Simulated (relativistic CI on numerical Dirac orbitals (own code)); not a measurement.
**Line list: Electric-dipole lines, Al IV**

Method of calculation: Dirac-Coulomb-Breit CI, KLI orbitals optimised for each configuration, model QED (radiative potential, 1s self-energy scaled to tabulated hydrogen-like ionisation energies), valence Slater integrals scaled by 0.85, configuration energies shifted to the measured levels that pair with them (semi-empirical) (own radial code, finite nucleus).

Configuration list (outside the closed core 1s2): 2s²2p⁶, 2s²2p⁵3s, 2s²2p⁵3p, 2s²2p⁵3d, 2s²2p⁵4s, 2s²2p⁵4p, 2s²2p⁵4d, 2s²2p⁵4f, 2s²2p⁴3s², 2s2p⁶3s, 2s²2p⁴3s3p, 2s2p⁶3p, 2s²2p⁴3p², 2s²2p⁴3s3d, 2s2p⁶3d, 2s²2p⁴3p3d. Levels of other configurations are missing.

| λ vac (Å) | Lower | Upper | A (s⁻¹) | E lower (eV) | E upper (eV) |
| --- | --- | --- | --- | --- | --- |
| 129.65 | 2s²2p⁶ ¹S0 [1] | 2s²2p⁵3d ¹P°1 [27] | 1.17e+11 | 0.0000 | 95.6323 |
| 130.46 | 2s²2p⁶ ¹S0 [1] | 2s²2p⁵3d ³D°1 [23] | 1.34e+10 | 0.0000 | 95.0351 |
| 131.63 | 2s²2p⁶ ¹S0 [1] | 2s²2p⁵3d ³P°1 [17] | 3.88e+08 | 0.0000 | 94.1941 |
| 160.14 | 2s²2p⁶ ¹S0 [1] | 2s²2p⁵3s ¹P°1 [5] | 2.01e+10 | 0.0000 | 77.4240 |
| 161.62 | 2s²2p⁶ ¹S0 [1] | 2s²2p⁵3s ³P°1 [3] | 1.83e+09 | 0.0000 | 76.7120 |

Terms are leading LS components. Brackets give the number of a level in order of energy, since labels repeat. The list gives strong lines, with weight on those to low levels, without configurations that were not tied to measured data, without lines whose two gauges differ by over a factor of 2.5, among the lowest 65 of 387 levels, so that lines to higher ones, which can be the strongest, are missing, and without lines across small gaps between configurations. Levels whose partners in the same complex of configurations lie outside the list can be far off, and so can their lines. Rates are taken at the computed energies, electric ones in the length gauge.

Configurations whose levels could be paired with our table of measured levels were shifted onto them, all but the ground configuration, by the median error of their levels; single terms can still be off by 1,000 to 2,000 cm⁻¹ or more, and rates follow the energies as ν³ (E1, M1) or ν⁵ (E2). The others borrow a shift and can be off by several thousand cm⁻¹ or more. The fine structure of a lone outer electron comes out too small, for d and f at times inverted, and misplaced configurations move strength between like terms. 14 of the 16 excited levels that our extract of the measured tables holds in this range could be paired (the sources list more); they are missed by 236 cm⁻¹ on average and 490 at most, after the shifts were fitted to these levels, and levels without a partner can miss by more.

(1) From the table, what is the radiative lifetime of 2s²2p⁵3d ¹P°1?

Answers

(1) The listed rates from this level add up to about 1.17e+11 s⁻¹, 99 % of its decay; with all channels τ = 8.44e-12 s.

LS names give the leading component of a level, which can be under half, so a name can repeat, a term be missing and a line seem to break the LS rules.
